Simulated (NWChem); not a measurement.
System: ZrClF₃; SMILES [F][Zr]([F])([F])[Cl]

Here is an NWChem input.

```
start job
memory heap 200 mb stack 900 mb global 1100 mb
geometry units angstroms noautoz
  Zr     0.000000     0.000000    -0.220532
  F     -1.409623     1.079593    -0.866253
  F      1.639767     0.680973    -0.866253
  F     -0.230144    -1.760566    -0.866253
  Cl     0.000000     0.000000     2.124475
end
basis spherical
  * library def2-svp
end
ecp
  Zr library def2-ecp
end
dft
  xc b3pw91
  iterations 150
  mulliken
end
task dft energy
```

All runs use the structure optimised with PBE0/def2-SVP. def2 effective core potentials on Zr; no spin-orbit coupling.

**Question.** Predict the main results of this run. (B3PW91/def2-SVP with def2 effective core potentials on Zr.) Quantities: energy (Ha); highest occupied level (eV); orbital gap (eV); dipole (D).

**Answer.** 
| Property | Result |
|---|---|
| energy (Ha) | -806.63 |
| highest occupied level (eV) | -9.67 |
| orbital gap (eV) | 7.72 |
| dipole (D) | 0.20 |
